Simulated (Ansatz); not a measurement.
Several settings on one geometry of SiAu2 (that of the charge 0 singlet, PBE-D4/def2-TZVP). Ansatz on 4 threads of Arm Neoverse V2 on a shared host; times are rough.

```xyz
3

Au   -0.965    0.910   -1.123
Au    0.156   -0.518    1.652
Si    0.809   -0.392   -0.529
```

Totals from different functionals, basis sets or treatments of relativity can't be compared as stabilities.

In the def2 sets Au takes a core potential; there is no spin–orbit coupling. LC-ωPBE has ω = 0.4 bohr⁻¹. Correlated methods freeze 5 core orbitals; core or outer-core shells of Au are correlated, in sets that lack core-valence functions.

(1) Give the basis size and estimate the energy, ⟨S²⟩, dipole and time of these runs.

```json
{"run": "1", "method": "RKS LC-ωPBE/def2-mTZVPP", "charge": "0", "state": "singlet", "further keys": "forces asked"}
{"run": "2", "method": "UKS SVWN5/def2-SVP", "charge": "0", "state": "singlet", "further keys": "forces asked"}
{"run": "3", "method": "RHF, bccd_t/def2-mTZVP", "charge": "0", "state": "singlet", "further keys": "–"}
```

## Answers

(1) 
```csv
run,functions,energy (Eh),⟨S²⟩,dipole (D),wall time
1,99,-560.8821,–,1.42,1 s
2,82,-559.3886,0.00,0.30,1.3 s
3,94,-559.0164,–,–,2.6 s
```

At RHF, bccd_t/def2-mTZVP the restricted singlet (for correlated methods, its reference) is unstable: a solution with broken spin symmetry lies lower.
